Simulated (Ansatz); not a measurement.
Isolated molecules relaxed with PBE0-D4/def2-TZVP in Ansatz; ΔE leaves out vibrations. CCSD(T)/CBS is the MP2 limit (def2-TZVPP, def2-QZVPP) plus CCSD(T) − MP2 in def2-TZVPP, frozen cores. DFT in def2-TZVPP. B3LYP here is the variant with VWN-RPA as its local correlation; programs differ in this. def2 core potentials past Kr. For In outer-core shells are correlated without core-valence functions, which leaves a few kJ/mol of doubt a bond. Each species was taken in one conformer, which may not be the lowest.

Consider the ligand exchange at the In–N bond: `CC(C)[NH][InH][F]` + CH₃NH₂ → `C[NH][InH][F]` + `CC(C)N`.

`CC(C)[NH][InH][F]`:

Cartesian coordinates in Å:
```
C 0.863 0.385 -1.556
C 0.566 0.549 -0.071
C -0.755 1.260 0.142
N 0.574 -0.722 0.621
In -0.921 -1.745 1.443
F -0.101 -3.469 1.906
H 0.928 1.354 -2.057
H 0.076 -0.204 -2.036
H 1.812 -0.135 -1.708
H 1.354 1.188 0.358
H -1.578 0.683 -0.295
H -0.959 1.405 1.207
H -0.754 2.241 -0.335
H 1.430 -1.242 0.496
H -2.534 -1.547 1.885
```

CH₃NH₂:

Cartesian coordinates in Å:
```
C -0.228 -0.519 0.041
N 0.632 0.642 -0.111
H -1.290 -0.298 0.222
H 0.131 -1.129 0.874
H -0.164 -1.137 -0.857
H 0.596 1.224 0.716
H 0.322 1.216 -0.885
```

`C[NH][InH][F]`:

Z-matrix (Å, degrees):
```
C
N 1 1.447
H 1 1.097 2 112.1
H 1 1.097 2 112.2 3 121.4
H 1 1.091 2 109.8 3 -119.3
In 2 1.984 1 125.2 3 119.9
H 2 1.006 1 113.9 3 -60.7
F 6 1.963 2 104.9 1 -0.4
H 6 1.685 2 137.6 1 179.8
```

`CC(C)N`:

```xyz
13

C     0.696   -0.855    0.845
C    -0.095   -0.209   -0.278
C    -1.137    0.753    0.261
N     0.824    0.526   -1.139
H     1.444   -1.549    0.452
H     1.217   -0.089    1.425
H     0.039   -1.416    1.514
H    -0.625   -1.010   -0.822
H    -1.845    0.237    0.914
H    -1.707    1.214   -0.551
H    -0.653    1.551    0.829
H     1.516   -0.098   -1.535
H     0.325    0.946   -1.915
```

```tsv
level	ΔE (kcal/mol)	difference from CCSD(T)/CBS
B2PLYP	0.1	-1.0
r2SCAN	0.4	-0.7
B3LYP	-0.4	-1.5
MP2/def2-TZVPP	1.1	0.0
SCS-MP2/def2-TZVPP	0.7	-0.4
CCSD/def2-TZVPP	0.6	-0.5
CCSD(T)/def2-TZVPP	0.9	-0.2
HF/def2-QZVPP	-0.8	-1.9
MP2/def2-QZVPP	1.2	0.1
HF/CBS(def2)	-0.8	-1.9
CCSD(T)/CBS	1.1	0
```

Largest T1 diagnostic among the species: 0.016.

The D4 term adds +1.1 kcal/mol with B3LYP and +0.6 kcal/mol with PBE0; it sums over pairs of atoms, weighted by their polarisabilities, and B3LYP, whose exchange is more repulsive, gets the larger term. In def2-TZVPP, CCSD(T) changes the Hartree–Fock value by +1.7 kcal/mol (the triples alone add +0.3 kcal/mol) and MP2 by +1.9 kcal/mol.
